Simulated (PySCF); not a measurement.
## Bi (bismuth, neutral) across methods

[Xe] 4f14 5d10 6s2 6p3, high-spin 4S determinant. All numbers are calculated (PySCF 2.14, scalar relativity by spin-free X2C-1e, in x2c-QZVPPall).

```json
{"method": "r2SCAN", "E (hartree)": "-21535.64", "mean ε 6s α (eV)": "-15.561", "mean ε 6s β (eV)": "-13.307", "mean ε 6p α (eV)": "-5.563", "Σ⟨r²⟩ (bohr²)": "74.00", "⟨S²⟩": "3.754"}
{"method": "LDA", "E (hartree)": "-21522.84", "mean ε 6s α (eV)": "-15.079", "mean ε 6s β (eV)": "-13.746", "mean ε 6p α (eV)": "-5.295", "Σ⟨r²⟩ (bohr²)": "74.53", "⟨S²⟩": "3.751"}
{"method": "PBE0", "E (hartree)": "-21535.40", "mean ε 6s α (eV)": "-16.672", "mean ε 6s β (eV)": "-14.189", "mean ε 6p α (eV)": "-6.213", "Σ⟨r²⟩ (bohr²)": "74.23", "⟨S²⟩": "3.752"}
{"method": "PBE", "E (hartree)": "-21535.70", "mean ε 6s α (eV)": "-14.873", "mean ε 6s β (eV)": "-13.307", "mean ε 6p α (eV)": "-5.201", "Σ⟨r²⟩ (bohr²)": "74.72", "⟨S²⟩": "3.751"}
```

Task: Estimate the same row for UHF.

Result: E (hartree) = -21529.47734; mean ε 6s α (eV) = -21.206; mean ε 6s β (eV) = -15.697; mean ε 6p α (eV) = -8.696; Σ⟨r²⟩ (bohr²) = 74.74; ⟨S²⟩ = 3.757.

Spin-orbit coupling, which splits the p, d and f shells strongly at this Z, is absent. Spin-orbit coupling is strong in this species (close to jj coupling), so the high-spin LS determinant is a model state, not a physical level.
